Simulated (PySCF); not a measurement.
Ni(OH)2 (H2NiO2), SMILES [OH][Ni][OH] (connectivity only; charge and spin as stated), neutral, multiplicity 3. The structure is a stationary point at PBE0-D3(BJ)/def2-TZVP. The spin state was assumed, not searched. One conformer was computed; it need not be the lowest.

The numbers are results of PBE0-D3(BJ)/def2-TZVP (PySCF), not measurements.

Harmonic wavenumbers (cm⁻¹): 143, 203, 435, 552, 638, 772, 775, 3899, 3902. Rotational constants (GHz): 369.8, 4.684, 4.626; symmetry number 2.

Problem. Work out the zero-point energy and the ideal-gas rigid-rotor harmonic-oscillator thermochemistry at 298.15 K and 1 atm.

Solution. ZPE = ½ Σ hcν = ½ × 11320 cm⁻¹ = 67.71 kJ/mol. H − E(el) = 82.85 kJ/mol. Entropy in J/(mol K): translation 165.24, rotation 83.03, vibration 29.68, spin 9.13, total 287.08. G − E(el) = -2.75 kJ/mol. Cp = 69.31 J/(mol K). Modes under 150 cm⁻¹ make the vibrational entropy uncertain.
